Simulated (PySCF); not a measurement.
SiF2, SMILES F[Si]F (connectivity only; charge and spin as stated), neutral, multiplicity 1. Atoms are numbered in the order given.

```xyz
3

Si     0.0000     0.0000     0.5766
F      0.0000     1.2330    -0.4485
F      0.0000    -1.2330    -0.4485
```

The structure is a stationary point at r2SCAN-D4/def2-TZVP. The isomer is the one that the SMILES or the coordinates give; other isomers of the formula were not compared.

Computed with PySCF with M06-2X/def2-TZVPD.

Mulliken values depend strongly on the basis, most of all with diffuse functions as here. ESP charges are fitted to the potential on shells at 1.4 to 2.0 van der Waals radii. Atomic charges (e):

```json
[
 {"atom": "Si1", "Mulliken": "0.51", "IAO": "?", "ESP fit": "0.32"},
 {"atom": "F2", "Mulliken": "-0.25", "IAO": "?", "ESP fit": "-0.16"},
 {"atom": "F3", "Mulliken": "-0.25", "IAO": "?", "ESP fit": "-0.16"}
]
```

**Question.** Fill in the missing entries. (Estimate from the structure and the level; the computed values follow.)

**Answer.** 
- Si1, IAO: 1.08
- F2, IAO: -0.54
- F3, IAO: -0.54
